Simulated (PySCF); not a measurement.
Problem. Give a PBE0-D3(BJ)/def2-TZVP geometry of p-xylene (`CC1=CC=C(C)C=C1`).

Solution. 
Z-matrix in Å and degrees, rows numbered from 1:
```
C 
C   1  1.4984
C   2  1.3899  1  121.28
C   3  1.3868  2  121.08  1  -179.04
C   4  1.3900  3  121.21  2    -0.13
C   5  1.4984  4  121.18  3  -178.51
C   5  1.3922  4  117.67  3     0.23
C   7  1.3845  5  121.16  4    -0.24
H   1  1.0927  2  111.33  3  -131.92
H   1  1.0940  2  111.12  3   108.68
H   1  1.0910  2  111.30  3   -11.30
H   3  1.0854  2  119.40  1     0.81
H   4  1.0855  3  119.41  2   179.84
H   6  1.0917  5  111.36  4   -31.44
H   6  1.0946  5  111.03  4    88.14
H   6  1.0916  5  111.36  4  -152.27
H   7  1.0855  5  119.34  4   179.74
H   8  1.0857  2  119.41  1    -0.80
```

The 8 C–C bonds span 1.384 Å (C7–C8, aromatic) to 1.498 Å (C1–C2, drawn single), a spread of 0.114 Å. The 6-membered ring C2–C3–C4–C5–C7–C8 has internal angles of 117.7° to 121.2° (sum 720°, against 720° for a flat polygon); it is planar, 0.00 Å rms from its mean plane, widest ring torsion 0°. Of the pairs four or more bonds apart, H11···H12 is among the closest relative to their van der Waals radii: 2.38 Å, 99 % of the sum of Bondi's values. The 8 heavy atoms lie in one plane (0.007 Å rms).

Method used: PBE0-D3(BJ)/def2-TZVP geometry optimisation, gas phase in PySCF.

No frequency check.

On 2 threads of an Intel Xeon at 2.50 GHz (shared host), this took 11 min wall, 17 min CPU and 2.0 GiB of memory at its peak. That covers the optimisation of the geometry.
